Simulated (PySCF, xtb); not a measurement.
CH4BrClOSi, SMILES C[Si](Br)(Cl)O.

GFN2-xTB (xtb 6.7.1) at its own geometry gives an orbital gap of 6.66 eV and a dipole moment of 4.90 D.

Coordinates come from a PBE-D3(BJ)/def2-SVP optimisation. The structure was generated by enumeration, and PubChem lists no compound with its InChIKey, so it may never have been made. The values are those of a single conformer.

Problem. What does PySCF with PBE0/def2-TZVP give? (Estimate from the structure and the level; the computed values follow.)

Solution. gap 8.58 eV (levels -8.53 and 0.06 eV), dipole 0.99 D.
